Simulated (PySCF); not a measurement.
A GIAO shielding run with PySCF 2.14 (density fitting, non-relativistic, gas phase) on `InChI=1S/C4H7N3SSi/c1-8-3-2-5-4(9)7-6-3/h2H,1,9H3`:

```
$ OMP_NUM_THREADS=1 python probes_run.py task.json out

{"job": {"kind": "nmr", "xc": "PBE0", "basis": "pcSseg-1"}, "charge": 0, "multiplicity": 1}
C      3.076445     1.356770    -0.701672
S      2.693143    -0.409342    -0.853435
C      1.025564    -0.401466    -0.361279
C      0.270056    -1.590994    -0.316817
N     -0.981014    -1.552870     0.055110
C     -1.484828    -0.347079     0.382240
Si    -3.296108    -0.273097     0.925357
N     -0.785038     0.769031     0.345005
N      0.466506     0.752940    -0.024094
H      2.423594     1.916820    -1.362855
H      2.920888     1.664919     0.326877
H      4.115813     1.473399    -0.989664
H      0.696455    -2.548631    -0.585512
H     -3.437668    -1.133542     2.100076
H     -4.106630    -0.788067    -0.178232
H     -3.604776     1.120154     1.227483
```

Hardware: 1 thread of an Intel Xeon 6975P-C, shared host. The job also computes population analyses, field gradients, ring-centre shieldings.

Task: How large is the calculation?

Result: 82 electrons, 202 basis functions and 1080 auxiliary functions.

Task: How long does it take, and how much memory does it need?

Result: 32 s of wall time, with 14 SCF cycles and 6 response iterations; peak memory 0.9 GiB. Times on a shared host scatter by some tens of per cent.
